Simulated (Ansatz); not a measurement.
System: sum formula H2SiO2Br2 (charge 0, singlet). 
Coordinates optimised at B3LYP-D3(BJ)/def2-TZVP (Ansatz, a first-principles code):
SMILES: O[Si](O)(Br)Br
```xyz
7

Si    -0.6822     0.1277     0.1775
Br     0.0846    -0.4169    -1.8439
Br     1.0131     0.2050     1.5881
O     -1.4589     1.5539     0.0754
O     -1.7048    -0.9927     0.7472
H     -1.0319     2.2822    -0.3843
H     -2.5276    -1.1416     0.2711
```
Charge 0, spin multiplicity 1.

Total electronic energies in hartree. Valence correlation only, unless marked. Spin-orbit coupling is left out. Frozen are the shells of the preceding noble gas and the d and f shells that filled before the atom's block. Non-relativistic. CBS(X,Y): correlation extrapolated as X^-3; Hartree-Fock from the larger set. The bracket is a focal-point correction in the basis named.

```
level                                                                 program  energy (Eh)
-------------------------------------------------------------  --------------  -----------
BLYP-D3(BJ)/def2-TZVPD                                         Ansatz + dftd3  -5589.78484
PBE0/def2-TZVP                                                         Ansatz  -5588.86904
r2SCANh-D4/def2-TZVPD                                          Ansatz + dftd4  -5589.61445
r2SCAN0/def2-TZVPD                                                     Ansatz  -5589.59574
HSE06/def2-TZVPD                                                       Ansatz  -5588.86845
wB97X/def2-TZVPD                                                       Ansatz  -5589.76191
B2PLYP-D3(BJ)/def2-TZVPD                                       Ansatz + dftd3  -5588.70718
MP2/6-31G                                                              Ansatz  -5584.30993
CCSD/6-31G*                                                            Ansatz  -5584.90969
CCSD/def2-TZVPPD                                                       Ansatz  -5585.90695
CCSD(T)/6-31G*                                                         Ansatz  -5584.92507
CCSD(T)/def2-SVP                                                       Ansatz  -5584.75880
RI-MP2/CBS(def2-TZVPP,def2-QZVPP)+[CCSD(T)-MP2]/def2-SVP               Ansatz   -5586.1803
RI-MP2/CBS(def2-TZVPPD,def2-QZVPPD)+[CCSD(T)-MP2]/def2-SVPD            Ansatz   -5586.1833
RI-MP2/CBS(def2-TZVPPD,def2-QZVPPD)+[CCSD(T)-MP2]/def2-TZVPPD          Ansatz   -5586.1998
```

Totals of different functionals don't rank their quality; only differences between species are comparable.
